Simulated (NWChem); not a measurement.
# CF₂I cation

```xyz
4

F      0.0000    -1.0530     1.8937
C      0.0000     0.0000     1.2180
F      0.0000     1.0530     1.8937
I      0.0000     0.0000    -0.7810
```
Atoms are numbered in this order, from 1.

All runs: NWChem. The geometry was optimised at PBE0/def2-SVP. def2 effective core potentials on I; no spin-orbit coupling. Level M06-2X/def2-SVP: energy and gradient on several grids; changes count from the extra-fine grid, which is no exact limit either.

### Question
Which is the coarsest grid (xfine; xcoarse; coarse; fine; medium) from which on the energy stays within 500 μHa and each gradient component within 500 μHa/bohr of xfine?

### Answer
medium.
| grid | size of the energy change (μHa) | largest change of a gradient component (μHa/bohr) |
|---|---|---|
| xcoarse | 20000 | 3000 |
| coarse | 800 | 500 |
| medium | < 10 | 100 |
| fine | < 10 | < 30 |
| xfine | < 10 | < 30 |
